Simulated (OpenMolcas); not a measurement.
Multiplet structure of F3+

| Property | Result |
| --- | --- |
| Program | OpenMolcas 26.06 |
| Method | CASSCF |
| Basis | ANO-RCC-VTZP [4s3p2d1f] |
| Scalar Hamiltonian | DKH2, point nucleus |
| Active space | 4 electrons in 4 orbitals (2s 2p) |
| State averaging | 2S+1 = 3 even, 3 roots; 2S+1 = 1 even, 6 roots; 2S+1 = 5 odd, 1 root; 2S+1 = 3 odd, 9 roots; 2S+1 = 1 odd, 8 roots |
| Spin-orbit coupling | state interaction with AMFI integrals over the reference wave functions, term energies averaged over their components |

With spin-orbit coupling, above the lowest level:

```json
{"Configuration": "2s² 2p²", "Term": "³P", "J": "0", "E (cm⁻¹)": "0.0", "Measured (cm⁻¹)": "0.0", "g": "", "Term weight %": "100"}
{"Configuration": "2s² 2p²", "Term": "³P", "J": "1", "E (cm⁻¹)": "224", "Measured (cm⁻¹)": "225", "g": "1.501", "Term weight %": "100"}
{"Configuration": "2s² 2p²", "Term": "³P", "J": "2", "E (cm⁻¹)": "653", "Measured (cm⁻¹)": "613", "g": "1.501", "Term weight %": "100"}
{"Configuration": "2s² 2p²", "Term": "¹D", "J": "2", "E (cm⁻¹)": "27753", "Measured (cm⁻¹)": "25241", "g": "1.000", "Term weight %": "100"}
{"Configuration": "2s² 2p²", "Term": "¹S", "J": "0", "E (cm⁻¹)": "50882", "Measured (cm⁻¹)": "53544", "g": "", "Term weight %": "100"}
{"Configuration": "2s 2p³", "Term": "⁵S°", "J": "2", "E (cm⁻¹)": "63536", "Measured (cm⁻¹)": "", "g": "2.002", "Term weight %": "100"}
{"Configuration": "2s 2p³", "Term": "³D°", "J": "2", "E (cm⁻¹)": "151437", "Measured (cm⁻¹)": "147889", "g": "1.167", "Term weight %": "100"}
{"Configuration": "2s 2p³", "Term": "³D°", "J": "1", "E (cm⁻¹)": "151438", "Measured (cm⁻¹)": "147902", "g": "0.499", "Term weight %": "100"}
{"Configuration": "2s 2p³", "Term": "³D°", "J": "3", "E (cm⁻¹)": "151442", "Measured (cm⁻¹)": "147842", "g": "1.334", "Term weight %": "100"}
{"Configuration": "2s 2p³", "Term": "³P°", "J": "0", "E (cm⁻¹)": "178316", "Measured (cm⁻¹)": "", "g": "", "Term weight %": "100"}
{"Configuration": "2s 2p³", "Term": "³P°", "J": "1", "E (cm⁻¹)": "178318", "Measured (cm⁻¹)": "175242", "g": "1.501", "Term weight %": "100"}
{"Configuration": "2s 2p³", "Term": "³P°", "J": "2", "E (cm⁻¹)": "178321", "Measured (cm⁻¹)": "175237", "g": "1.501", "Term weight %": "100"}
{"Configuration": "2s 2p³", "Term": "¹D°", "J": "2", "E (cm⁻¹)": "244191", "Measured (cm⁻¹)": "", "g": "1.000", "Term weight %": "100"}
{"Configuration": "2s 2p³", "Term": "³S°", "J": "1", "E (cm⁻¹)": "251194", "Measured (cm⁻¹)": "", "g": "2.002", "Term weight %": "100"}
{"Configuration": "2s 2p³", "Term": "¹P°", "J": "1", "E (cm⁻¹)": "270912", "Measured (cm⁻¹)": "257390", "g": "1.000", "Term weight %": "100"}
```

Against the 10 measured excited levels shown (Moore, Atomic Energy Levels, vol. I, NSRDS-NBS 35 (1971 reprint of NBS Circular 467, 1949)) the mean absolute deviation is 3600 cm-1; the largest miss in energy is 2s 2p³ ¹P°₁: computed 270912, measured 257390 cm⁻¹ (+5.3 %), and the largest in proportion 2s² 2p² ¹D₂ (+10.0 %).

Spin-orbit coupling puts the lowest level 440 cm⁻¹ below the lowest spin-free term.

For ³P the intervals divided by the larger J are 224.0, 214.7 cm-1. Landé's interval rule makes them equal in pure LS coupling; they differ by 4 % of their mean. The multiplet is regular.

Measured partners are found by configuration, term and J. A level has none where our copy of the source lacks it or the pairing is in doubt (some pairs that miss far off the trend of their configuration count as doubtful), and it then counts in no deviation. Only configurations of the active space appear. The first state left out of the spin-orbit step lies near 360000 cm-1 above the lowest spin-free state of the reference (among the parities and spins computed), and the list stops at four fifths of that energy or lower.

The term weight is that of the spin-free term in the level, not the purity of its configuration. ° marks odd parity.
